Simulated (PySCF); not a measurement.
Name the molecule from its bond curve

A diatomic of charge 0 contains Bi. Its doublet curve at PBE0 in a triple-zeta basis (scalar-relativistic core potentials, PySCF), in eV from the separated fragments:

R (Å), E (eV) and a bar:
```
    1.711     -1.583 ##############################
    1.791     -2.315 #############
    1.871     -2.693 ####
    1.930     -2.814 #
    1.990     -2.839 
    2.050     -2.798 #
    2.129     -2.673 ####
    2.229     -2.447 #########
    2.348     -2.123 #################
    2.507     -1.665 ############################
```

The fit gives ωe = 690 cm⁻¹ and the rotational constant Bₑ = 0.3791 cm⁻¹.

Which atom is the partner?

The minimum lies at 1.980 Å, so the reduced mass is 16.8576 u Å² cm⁻¹/(Bₑ·Re²) = 11.34 u. With Bi at 208.98 u the partner weighs about 12.0 u: C. The molecule is BiC.

Spin–orbit coupling is left out, which matters for elements this heavy, above all for dissociation energies. The state was picked by a PBE0 search and need not be the measured ground state.
